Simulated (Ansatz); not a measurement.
Molecule: sum formula Si$_{2}$H$_{3}$Cl$_{2}$, charge 0, multiplicity 2. It need not be the lowest isomer of its formula. SMILES: Cl[SiH][SiH2]Cl
Structure (B3LYP-D3(BJ)/def2-TZVP (Ansatz, a quantum-chemistry and plane-wave program) minimum search):
```
Si
H 1 1.4772
H 1 1.4806 2 109.62
Cl 1 2.0732 2 108.73 3 118.03
Si 1 2.3441 2 110.24 3 -125.15
H 5 1.4870 1 113.32 2 -175.15
Cl 5 2.0786 6 107.52 1 119.80
```
Charge 0, spin multiplicity 2.

Atomisation energy built up term by term with Ansatz (kcal/mol; UHF references for open shells; valence terms freeze the core; atomic spin-orbit terms are left out). Basis-set limits of correlation are two-point, X^-3; Hartree-Fock from the larger set.

```
term                                                    basis  kcal/mol
-----------------------  ------------------------------------  --------
Hartree-Fock                                  aug-cc-pV(Q+d)Z    359.04
CCSD correlation         CBS(aug-cc-pV(T+d)Z,aug-cc-pV(Q+d)Z)    106.83
(T)                      CBS(aug-cc-pV(T+d)Z,aug-cc-pV(Q+d)Z)      8.18
core correlation                                    cc-pwCVTZ     -0.11
scalar relativity (X2C)            cc-pVTZ-DK against cc-pVTZ     -1.61
sum: De                                                           472.3
```

(T) makes 1.7 % of the CCSD(T) atomisation energy; under 5 % is typical of single-reference molecules.
